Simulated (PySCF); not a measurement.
**InF⁺: from constants to spectrum**

BLYP constants of InF⁺, ²Σ⁺ (doublet), unpaired electrons σ ↑ (basis In cc-pVDZ-PP with ECP28, F cc-pVDZ; scalar-relativistic core potentials; PySCF 2.14; masses 114.9039 and 18.9984 u):

```
ωe              : 495.5 cm⁻¹
ωexe            : 5.15 cm⁻¹
Be              : 0.25873 cm⁻¹
αe              : 0.00263 cm⁻¹
D (centrifugal) : 2.82e-07 cm⁻¹
De to In⁺ + F   : 1.25 eV
```

Problem. Give the vibrational terms G(v) and spacings up to v = 6.

Solution. G(v) = ωe(v+½) − ωexe(v+½)².

```json
{"v": "0", "G(v) (cm⁻¹)": "246.5", "G(v) − G(v−1)": "", "Bv (cm⁻¹)": "0.2574"}
{"v": "1", "G(v) (cm⁻¹)": "731.7", "G(v) − G(v−1)": "485.2", "Bv (cm⁻¹)": "0.2548"}
{"v": "2", "G(v) (cm⁻¹)": "1206.6", "G(v) − G(v−1)": "474.9", "Bv (cm⁻¹)": "0.2522"}
{"v": "3", "G(v) (cm⁻¹)": "1671.2", "G(v) − G(v−1)": "464.6", "Bv (cm⁻¹)": "0.2495"}
{"v": "4", "G(v) (cm⁻¹)": "2125.5", "G(v) − G(v−1)": "454.3", "Bv (cm⁻¹)": "0.2469"}
{"v": "5", "G(v) (cm⁻¹)": "2569.5", "G(v) − G(v−1)": "444.0", "Bv (cm⁻¹)": "0.2443"}
{"v": "6", "G(v) (cm⁻¹)": "3003.2", "G(v) − G(v−1)": "433.7", "Bv (cm⁻¹)": "0.2416"}
```

Problem. How well does the Morse estimate ωe²/(4ωexe) reproduce De, and what is D0?

Solution. It gives 1.48 eV, 118 % of the computed De. D0 = De − G(0) = 1.25 − 0.03 = 1.22 eV.

Spin–orbit coupling is left out, which matters for elements this heavy, above all for dissociation energies. For an ion De counts to the pair picked by the measured ionisation energies or electron affinities, which need not be the lowest pair at this level. The state is the lowest determinant that a PBE0 search found; another state may lie lower at other levels.
